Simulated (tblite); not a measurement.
Species: C3H11ClSSi3.
Geometry (GFN2-xTB, Å), atoms numbered from 1 in this order:
```xyz
19
C3H11ClSSi3 angstrom
Si     3.916    0.244    0.323
Si     2.597   -1.364   -0.693
S      0.790   -0.503   -1.556
Si    -0.576   -0.399    0.080
Cl     0.328    0.411    1.711
C     -2.006    0.667   -0.496
C     -3.411    0.133   -0.422
C     -2.982    1.213    0.509
H      3.729    1.583   -0.241
H      3.672    0.327    1.764
H      5.324   -0.124    0.142
H      3.139   -2.013   -1.883
H      2.099   -2.426    0.185
H     -0.976   -1.747    0.465
H     -1.798    1.306   -1.345
H     -3.562   -0.858   -0.023
H     -4.090    0.383   -1.223
H     -2.835    0.965    1.550
H     -3.367    2.210    0.356
```

All values are computed: GFN2-xTB (tblite) harmonic vibrations without scaling, gas phase. Against measured fundamentals such values can be off by several per cent, at times by over 20. Modes of hydrogen on silicon can be 10 to 20 % off. One conformer, not necessarily the lowest. The optimisation stopped once no atom felt more than 0.01 eV/Å.

Lowest wavenumbers of the output (negative numbers stand for imaginary wavenumbers):
```
mode    cm-1
  1     -23.3
  2      -7.3
  3      15.8
  4      61.1
  5      71.9
  6      99.6
  7     104.7
  8     158.5
  9     161.1
 10     269.3
 11     288.2
 12     342.9
 13     405.9
 14     457.1
 15     460.9
```

Q: Is this structure a minimum?

A: Not by this Hessian. 1 mode is imaginary beyond 20i (23i cm⁻¹), and 1 more slightly so (7.3i). The curvature is small, so loose convergence or finite differences may be the whole cause.

Q: Which atoms move in the imaginary modes?

A: 23i: H9 (Si–H hydrogen) 25 %, Si1 (SiH3 silicon) 24 %, Cl5 (silicon-bound chlorine) 16 %, H10 (Si–H hydrogen) 13 %; 7i: C7 (three-membered-ring carbon) 26 %, C8 (three-membered-ring carbon) 22 %. These are shares of the mass-weighted motion.

Q: What is the remedy?

A: Step along such a mode in both directions, optimise again with tighter thresholds and repeat the frequencies. The zero-point energy of this point (77.7 kcal/mol) counts the 49 real modes alone, and thermal corrections from it aren't those of a minimum.
